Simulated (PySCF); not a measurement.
Atom-mapped SMILES (the numbers label the heavy atoms): `[CH3:1][O:2][B:3]([O:4][CH3:5])[O:6][CH3:7]` (H(Xn): hydrogen on atom n).

Geometry: PBE0-D3(BJ)/def2-TZVP; GIAO absolute shieldings from PySCF 2.14, gas phase, non-relativistic, averaged over equivalent atoms.

At wB97X-D/pcSseg-2 (378 basis functions):
```tsv
atoms	σ (ppm)
C1/C5/C7	131.3
O2/O4/O6	274.6
B3	82.9
H(C1)/H(C5)/H(C7)	28.09
```

Question: Predict the values at B97-2/pcSseg-2 on the same geometry.

Answer: 
| atoms | σ at B97-2/pcSseg-2 | change |
| --- | --- | --- |
| C1/C5/C7 | 130.5 | -0.8 |
| O2/O4/O6 | 270.8 | -3.8 |
| B3 | 83.8 | +0.9 |
| H(C1)/H(C5)/H(C7) | 28.08 | -0.01 |

The largest change is at O2/O4/O6 (oxygen bonded to C, B). Cost: 378 basis functions.
